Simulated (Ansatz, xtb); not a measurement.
Isomers of C5H8Cl2 in order of energy

4 gas-phase structures of C5H8Cl2, from a drawn sample of its isomers (lower ones may exist). Each was relaxed with GFN2-xTB; where two conformers were screened, the lower at r2SCAN-D4/def2-SVP is listed:

A. `Cl[C@@H]1CC[C@H](Cl)C1`, a singlet
B. `Cl[C@@H]1CC[C@@H](Cl)C1`, a singlet
C. `Cl[C@@H]1CCC[C@@H]1Cl`, a singlet
D. `ClC1(Cl)CCCC1`, a singlet

**Question.** Estimate their order in r2SCAN-D4/def2-SVP energy at these geometries, lowest first.

**Answer.** Calculated order at r2SCAN-D4/def2-SVP: B (0.0), D (7.0), A (7.1), C (8.9) kJ/mol. Less than 1 kcal/mol parts D and A; A and C, so the order within those pairs means little.

Energies above the lowest of each column, in kJ/mol; the last columns are at B3LYP-D3(BJ)/def2-SVP geometries:

```
structure  GFN2-xTB  HF/STO-3G  r2SCAN-D4/def2-SVP  B3LYP-D3(BJ)/def2-SVP  CCSD(T)/def2-SVP + ΔMP2/def2-TZVPP
        B       0.4        0.0                 0.0                    0.0                                 0.0
        D       0.0       16.2                 7.0                    8.1                                 8.8
        A       6.2        3.5                 7.1                    6.2                                 5.5
        C      13.1       12.7                 8.9                    8.0                                 7.5
```

Every level run on B puts it lowest or level with the lowest. CCSD(T)/def2-SVP + ΔMP2/def2-TZVPP orders those it was run on as B (0.0), A (5.5), C (7.5), D (8.8) kJ/mol. Less than 1 kcal/mol parts A and C; C and D, so the order within those pairs means little. Some further structures that were screened fall inside this span and aren't listed. Flexible structures stand in one conformer each, not always the lowest. ΔMP2 is the change of the MP2 energy from the smaller to the larger basis.

Over these structures GFN2-xTB departs from r2SCAN-D4/def2-SVP by 3.1 kJ/mol on average once a common shift is removed. A GFN2-xTB relaxation took about 0.13 s and the r2SCAN-D4/def2-SVP energy about 4.2 s on a shared host (Ansatz 0.2.0, xtb 6.7.1).
